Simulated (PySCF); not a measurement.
Potential energy of SbS⁺ along the bond

Set-up: Sb cc-pVDZ-PP with ECP28, S cc-pV(D+d)Z; scalar-relativistic core potentials (PySCF 2.14). Energies in eV from Sb⁺ + S in their ground configurations at the same level. State: triplet, unpaired electrons π ↑↑, a mixture of terms (⟨Lz²⟩ = 2.0), a second solution, started from another occupation.

All columns are PBE0. A positive dipole points towards S; it is taken about the centre of mass and depends on that origin.

```csv
R (Å),E (eV),μ (D),Mulliken charge on Sb (basis-dependent),HOMO (eV),LUMO (eV),Mayer bond order,⟨S²⟩
1.850,1.606,1.38,0.73,-11.84,-13.47,1.71,2.01
1.936,-0.162,1.11,0.75,-11.98,-13.04,1.68,2.01
2.022,-1.354,0.84,0.77,-12.11,-12.65,1.66,2.01
2.087,-1.963,0.63,0.79,-12.21,-12.37,1.64,2.01
2.151,-2.383,0.43,0.80,-12.30,-12.12,1.62,2.01
2.216,-2.655,0.24,0.82,-12.38,-11.88,1.61,2.01
2.302,-2.840,-0.01,0.84,-12.49,-11.59,1.60,2.01
2.409,-2.865,-0.29,0.86,-12.61,-11.26,1.58,2.01
2.538,-2.697,-0.58,0.87,-12.74,-10.92,1.56,2.01
2.710,-2.290,-0.77,0.87,-12.83,-10.56,1.54,2.07
```

A fit through these points gives, at Re = 2.368 Å, μ = -0.18 D and dμ/dR = -2.58 D/Å; the reduced mass is 25.29 u.

How strong is the fundamental in the double-harmonic approximation, I = 42.26·(dμ/dR)²/μred km/mol?

I = 42.26·(-2.58)²/25.29 = 11.1 km/mol at PBE0.

Spin–orbit coupling is left out, which matters for elements this heavy, above all for dissociation energies. For an ion De counts to the pair picked by the measured ionisation energies or electron affinities, which need not be the lowest pair at this level.

At some distances an empty level lies below a filled one, because the occupation is held.
